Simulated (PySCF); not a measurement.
Compound: C3H5Cl3OSi.
SMILES: `C=C(O[SiH3])C(Cl)(Cl)Cl`

Torsions of this conformer, `[CH2:1]=[C:2]([O:3][SiH3:4])[C:5]([Cl:6])([Cl:7])[Cl:8]`: C1–C2–O3–Si4 3°, C1–C2–C5–Cl6 1°.

The closed-shell ground state was solved at several levels (PySCF, density fitting, gas phase, non-relativistic). One conformer (not necessarily the lowest) at the PBE0-D3(BJ)/def2-SVP geometry, without solvent, vibrations or thermal averaging.

```json
{"level": "PBE0/pcSseg-1", "basis functions": "189", "HOMO (eV)": "-7.60", "LUMO (eV)": "-0.85", "gap (eV)": "6.75", "dipole (D)": "2.79"}
{"level": "CAM-B3LYP/def2-SVPD", "basis functions": "228", "HOMO (eV)": "-8.93", "LUMO (eV)": "0.12", "gap (eV)": "9.05", "dipole (D)": "2.64"}
```

Question: Estimate the row for B3LYP/pcSseg-1, a basis of 189 functions; the other rows only guide the guess.

Answer: HOMO -7.34 eV, LUMO -1.04 eV, gap 6.30 eV, dipole 2.72 D.

Question: Over all these levels, which gives the widest orbital gap and which the narrowest?

Answer: CAM-B3LYP/def2-SVPD (range-separated hybrid) has the widest, 9.05 eV, and B3LYP/pcSseg-1 (global hybrid, 20 % exact exchange) the narrowest, 6.30 eV. Functional and basis both differ between the two, so the spread mixes both effects.

Question: How far do the dipole and the HOMO energy spread over the levels?

Answer: The dipole runs from 2.64 to 2.79 D (mean 2.71 D) and the HOMO from -8.93 to -7.34 eV.
